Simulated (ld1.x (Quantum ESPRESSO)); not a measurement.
## An all-electron radial function and its pseudo partner (titanium)

Columns: radius, all-electron u(r) and pseudo u(r) of the 4s shell (level -4.04 eV) of titanium in the configuration [Ne] 3s2 3p6 3d2.5 4s1.5 4p0; PBE, scalar-relativistic, ultrasoft scheme, ld1.x (Quantum ESPRESSO) 7.5.

```
r (bohr)  all-electron   pseudo
   0.148       -0.1027  -0.0340
   0.295       -0.1084  -0.0679
   0.443        0.0647  -0.1023
   0.590        0.2009  -0.1370
   0.738        0.2490  -0.1724
   0.885        0.2215  -0.2080
   1.033        0.1465  -0.2443
   1.180        0.0494  -0.2804
   1.328       -0.0542  -0.3167
   1.475       -0.1532  -0.3522
   1.623       -0.2434  -0.3871
   1.770       -0.3214  -0.4203
   1.918       -0.3876  -0.4517
   2.065       -0.4415  -0.4804
   2.213       -0.4847  -0.5062
   2.360       -0.5177  -0.5283
   2.508       -0.5422  -0.5465
   2.655       -0.5588  -0.5601
   2.802       -0.5688  -0.5690
   2.950       -0.5730  -0.5730
   3.098       -0.5721  -0.5721
   3.245       -0.5670  -0.5670
   3.393       -0.5582  -0.5582
   3.540       -0.5463  -0.5463
   3.688       -0.5320  -0.5320
   3.835       -0.5158  -0.5158
```

(1) How many radial nodes do the two functions have?

(2) At about which radius was the pseudo-wave matched?

(3) Is the pseudo-wave norm-conserving?

Results:

(1) The all-electron 4s function has n − l − 1 = 3 (the table is too coarse to show those close to the nucleus); the pseudo-wave has 0, since the states of the same l below it are removed with the core.

(2) 2.95 bohr. The columns agree to 0.0005 from 2.80 bohr on; several derivatives are matched, so the curves merge somewhat inside the radius.

(3) No, it belongs to an ultrasoft set: the norm inside the radius is not constrained, and the difference is carried by the augmentation charge.
